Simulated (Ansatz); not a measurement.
The cluster B₂N₂⁻. Total charge -1; doublet. Geometry PBE0-D4/def2-TZVPD; atoms count from 1.

```xyz
4

B     0.149   -1.640   -1.109
B    -0.050    0.546    0.369
N    -0.150    1.648    1.113
N     0.050   -0.554   -0.374
```

The structure comes from a short search, and lower isomers may exist.

Estimate the Mulliken populations from the PBE0/def2-TZVPD orbitals of Ansatz.


```tsv
atom	charge (e)	spin (α − β)
B1	-1.06	0.04
B2	-0.72	0.10
N3	-0.15	0.80
N4	0.93	0.06
```
Mulliken values and Mayer orders depend strongly on the basis. With diffuse functions, as here, like atoms can get unlike values, and bond orders can come out too low or too high.

Where does the spin sit?

Summed by element: B 0.14, N 0.86, of 1 unpaired in all. Largest on single atoms: N3 0.80, B2 0.10, N4 0.06.

And the Mayer bond orders between bonded heavy atoms (over 0.3)?

B1–N4 0.87 (1.32 Å); B2–N3 1.68 (1.33 Å); B2–N4 2.18 (1.33 Å). Values over 0.3 also appear between atoms too far apart for a bond (B1–B2 0.37 at 2.65 Å; N3–N4 0.60 at 2.66 Å); they arise where an orbital or an unpaired electron spreads over both atoms.
